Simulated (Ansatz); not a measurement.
A structure relaxed at PBE0-D4/def2-TZVP, charge 0, multiplicity 1:

```tsv
atom	x (Å)	y (Å)	z (Å)
O1	-1.021	-1.875	0.344
Ga2	0.017	-0.504	0.867
O3	-0.755	0.771	1.865
O4	1.808	-0.639	1.006
As5	-0.287	0.962	-1.388
H6	-0.532	-2.671	0.130
H7	-0.118	1.213	2.430
H8	2.171	-1.474	0.708
H9	0.312	2.345	-1.465
H10	-1.704	1.354	-1.720
H11	0.110	0.517	-2.776
```

Problem. Give its formula and SMILES.

Solution. AsGaH6O3, `[OH][Ga-]([OH])([OH])[AsH3+]`.

Problem. Summarise the bond lengths by kind.

Solution. 3 × Ga–O 1.794 to 1.802 Å; 3 × H–O 0.958 to 0.960 Å; 1 × As–Ga 2.707 Å; 3 × As–H 1.507 to 1.511 Å.

Results of the Gaussian-basis code of Ansatz.
